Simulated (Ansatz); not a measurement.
Start from `C=C=C(C)F` and change one atom or group to get `CC(F)=C=C[SiH3]`.

Ansatz, PBE0-D4/def2-TZVP geometries, multiplicity 1. 

| property | `C=C=C(C)F` |
| --- | --- |
| size of the dipole moment (PBE/def2-TZVPP) / D | 1.59 |
| HOMO–LUMO gap (ωB97M-V/def2-TZVPP) / eV | 11.12 |
| HOMO energy (PBE/def2-TZVPP) / eV | -5.85 |
| LUMO energy (PBE/def2-TZVPP) / eV | -1.39 |
| size of the dipole moment (ωB97M-V/def2-TZVPP) / D | 1.72 |
| HOMO energy (PBE0/def2-TZVPP) / eV | -7.08 |

Q: Give the same properties after the change, and the shifts. (An estimate is asked.)

A: The calculation gave: 
| property | `CC(F)=C=C[SiH3]` | shift |
| --- | --- | --- |
| size of the dipole moment (PBE/def2-TZVPP) / D | 1.52 | -0.07 |
| HOMO–LUMO gap (ωB97M-V/def2-TZVPP) / eV | 10.44 | -0.68 |
| HOMO energy (PBE/def2-TZVPP) / eV | -5.73 | 0.12 |
| LUMO energy (PBE/def2-TZVPP) / eV | -1.79 | -0.40 |
| size of the dipole moment (ωB97M-V/def2-TZVPP) / D | 1.62 | -0.10 |
| HOMO energy (PBE0/def2-TZVPP) / eV | -6.93 | 0.15 |

With PBE0 the HOMO rises by 0.15 eV and the LUMO falls by 0.45 eV, so the gap narrows by about 0.60 eV. PBE moves the HOMO by 0.12 eV and ωB97M-V by 0.19 eV. Dipoles are sizes alone; their direction can turn.
